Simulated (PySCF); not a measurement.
**Dipole moment and polarisability of `[SiH2]1P[SiH2]P[SiH2]P1`**

H9P3Si3.
Structure used (PBE0-D3(BJ)/def2-SVP), in Å, numbered top down from 1:
```xyz
15
H9P3Si3 angstrom
Si     1.789   -0.748   -0.547
P      0.560   -2.293    0.560
Si    -1.474   -1.337    0.292
P     -1.641    0.653    1.362
Si    -0.353    1.830   -0.078
P      1.766    1.271    0.481
H      1.272   -0.716   -1.951
H      3.207   -1.217   -0.569
H      0.804   -1.772    1.869
H     -1.713   -1.248   -1.182
H     -2.496   -2.247    0.891
H     -2.886    1.019    0.757
H     -0.545    3.286    0.193
H     -0.677    1.560   -1.516
H      2.380    1.974   -0.605
```

Level: CAM-B3LYP/def2-SVPD (PySCF), static field, nuclei fixed, core orbitals frozen in the response. The polarisability tensor in these axes (au):

```
x   173.16  -0.45 -10.96
y    -0.45 177.08  -0.80
z   -10.96  -0.80 132.93
```

Problem. Give the principal values, the mean and the anisotropy Δα = √{½[(α1 − α2)² + (α2 − α3)² + (α1 − α3)²]}.

Solution. Principal values 130.12, 175.91 and 177.14 au; mean 161.06 au = 23.87 Å³ = 26.55 × 10⁻⁴⁰ C²·m²/J; Δα = 46.41 au (29 % of the mean).

Problem. What is the dipole moment, and where does it point?

Solution. (-0.36, 0.61, -0.97) D, 1.20 D in size, pointing from the negative to the positive side. Measured along this direction, the outermost atoms are H9 at the negative end and H14 at the positive end.

Problem. Estimate the molar refractivity from the static electronic polarisability.

Solution. Lorentz–Lorenz: R = (4π/3)N_A α = 2.5225 cm³/(mol·Å³) × 23.87 Å³ = 60.2 cm³/mol, in the limit of long wavelengths.

Problem. What depolarisation ratio follows for Rayleigh scattering of linearly polarised light, taking the static tensor?

Solution. ρ = 3Δα²/(45ᾱ² + 4Δα²) = 6462.4/(1167256 + 8616.6) = 0.0055.

Problem. Form Σ f/ω² (atomic units) for the 10 lowest TDDFT singlets, given as eV and f, and set it beside the mean polarisability, which is this sum over all singlets: 5.88, 0.0174; 5.97, 0.0488; 5.99, 0.0037; 6.09, 0.0108; 6.10, 0.0063; 6.22, 0.0057; 6.25, 0.0679; 6.33, 0.0006; 6.35, 0.0412; 6.46, 0.0979.

Solution. They add up to 5.70 au, 3.5 % of the 161.06 au; the largest single term is 1.74 au, from the state at 6.46 eV. Terms in order: 0.37, 1.01, 0.08, 0.21, 0.13, 0.11, 1.29, 0.01, 0.76, 1.74 au. Higher excitations give the rest. The strengths listed sum to 0.300.

Problem. Give the eigenvalues of the traceless quadrupole moment Θ = ½Σq(3rr − r²1), origin at the centre of nuclear charge.

Solution. -5.68, 1.52, 4.16 D·Å. The values depend on the origin, since the dipole doesn't vanish. The electronic extent ⟨r²⟩ about the same centre is 1867 bohr², a root-mean-square distance of 2.33 Å for the 96 electrons.

Problem. Orientational against electronic polarisability at 400 K (dilute gas, rigid molecules)?

Solution. In Gaussian units μ²/3kT = 8.72 Å³ against 23.87 Å³, a ratio of 0.37; the Debye molar polarisation (4π/3)N_A(α + μ²/3kT) is 82.2 cm³/mol, leaving out the vibrational part.

One conformer (not necessarily the lowest) at the PBE0-D3(BJ)/def2-SVP geometry, without solvent, vibrations or thermal averaging.

The run behind these numbers computed excited states and ΔSCF ions as well. On one thread of an Arm Neoverse V2, no GPU, on a shared host, this took 3.7 min wall.
